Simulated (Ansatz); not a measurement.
`[Cl][Ga]([Cl])[SeH]` + dimethylamine → `C[N](C)[Ga]([Cl])[Cl]` + H₂Se at 600 K and 1 bar (ligand exchange at a Ga–Se bond).

Gas-phase electronic energies from Ansatz, PBE0-D4/def2-TZVP geometries. CCSD(T)/CBS is the MP2 limit (def2-TZVPP, def2-QZVPP) plus CCSD(T) − MP2 in def2-TZVPP, frozen cores. For Ga, Se outer-core shells are correlated without core-valence functions, which leaves a few kJ/mol of doubt a bond. Scalar relativity is left out up to krypton. Each species was taken in one conformer, which may not be the lowest.

```json
{"species": "`[Cl][Ga]([Cl])[SeH]`", "CCSD(T)/CBS energy (Eh)": "-5244.95427", "H − E (kJ/mol)": "76.8", "S (J/(mol·K))": "428.6"}
{"species": "`CNC`", "CCSD(T)/CBS energy (Eh)": "-135.00321", "H − E (kJ/mol)": "284.6", "S (J/(mol·K))": "333.5"}
{"species": "`C[N](C)[Ga]([Cl])[Cl]`", "CCSD(T)/CBS energy (Eh)": "-2978.03927", "H − E (kJ/mol)": "295.5", "S (J/(mol·K))": "502.3"}
{"species": "H₂Se", "CCSD(T)/CBS energy (Eh)": "-2401.89790", "H − E (kJ/mol)": "57.0", "S (J/(mol·K))": "244.8"}
```

H − E and S are ideal-gas, rigid-rotor, harmonic terms from PBE0-D4/def2-TZVP, for one conformer and one mirror image of each species. 1 Eh = 2625.50 kJ/mol, R = 8.31446 J/(mol·K).

Task: By hand: ΔE, ΔH, ΔS and ΔG.

Result: ΔE = (-2978.03927) + (-2401.89790) − (-5244.95427) − (-135.00321) = 0.02031 Eh = 53.3 kJ/mol. Δ(H − E) = 295.5 + 57.0 − 76.8 − 284.6 = -8.9, so ΔH = 44.4 kJ/mol. ΔS = 502.3 + 244.8 − 428.6 − 333.5 = -15.0 J/(mol·K). ΔG = 44.4 − 600 × (-15.0)/1000 = 53.4 kJ/mol.

Task: By hand: the equilibrium constant, and the temperature at which ΔG would vanish if ΔH and ΔS stayed fixed.

Result: log₁₀ K = −ΔG/(RT ln 10) = -4.6. ΔH and −TΔS have one sign here, so there is no such temperature.

ΔH outweighs TΔS. A doubt of 5 kJ/mol in ΔE shifts log₁₀ K by 0.4 here. Other conformers and mirror images would add mixing entropy, several J/(mol·K) or more a flexible species. These are equilibria of isolated gas molecules and say nothing of rates. Largest T1 diagnostic: 0.012 (customary marks: 0.02 for closed shells, 0.045 for open ones).
